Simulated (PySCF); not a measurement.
## Computed properties of C4H10BN, SMILES C1CCNB1C

C4H10BN, SMILES C1CCNB1C. Coordinates come from a PBE0-D3(BJ)/def2-SVP optimisation. The values are those of a single conformer. All values are computed for the isolated molecule unless a solvent is named; none is compared with measurement here.

**Structure.** All 42 harmonic modes at PBE0-D3(BJ)/def2-SVP (PySCF) are real, so it is a minimum. With heavy atoms numbered as in [CH3:1][B:2]1[CH2:3][CH2:4][CH2:5][NH:6]1, the shortest bond between them is B2–N6 at 1.401 Å and the longest B2–C3 at 1.593 Å.

**Vibrations.** The strongest infrared lines (harmonic, unscaled, degenerate partners summed) lie at 1536 cm⁻¹ (136 km/mol, H 36 %, B 32 %, N 29 %), 1360 cm⁻¹ (111 km/mol, H 53 %, C 31 %, B 14 %), 3010 cm⁻¹ (70 km/mol, H 94 %). The softest mode is at 107 cm⁻¹ and the zero-point energy is 89.5 kcal/mol.

**Electronic structure.** HF/def2-TZVP (PySCF) places the frontier levels at -10.35 and 3.15 eV, a gap of 13.50 eV, and gives a dipole moment of 0.94 D and a mean polarisability of 63.1 bohr³. PBE/def2-TZVP (PySCF) at the same geometry gives -5.91 and 0.12 eV, so its gap is 7.47 eV narrower. An orbital gap is neither the optical nor the fundamental gap.

**Excitations.** TDDFT-M06-2X/def2-SVPD (PySCF) has S1 at 6.61 eV (188 nm, f = 0.001, dark); the most intense of the 10 singlets computed lies at 7.66 eV (f = 0.10). T1 (TDA) is at 6.02 eV. TDDFT-PBE/def2-SVPD (PySCF) puts S1 at 5.76 eV. No vertical singlet excitation falls in the visible range (under 3.1 eV).

**NMR.** GIAO shifts at KT2/pcSseg-1 (PySCF) (non-relativistic, atoms alike by connectivity averaged): ¹³C from 1.8 to 53.7 ppm against TMS; ¹H from 0.7 to 4.2 ppm against TMS; ¹¹B at 31.8 ppm against BF3.
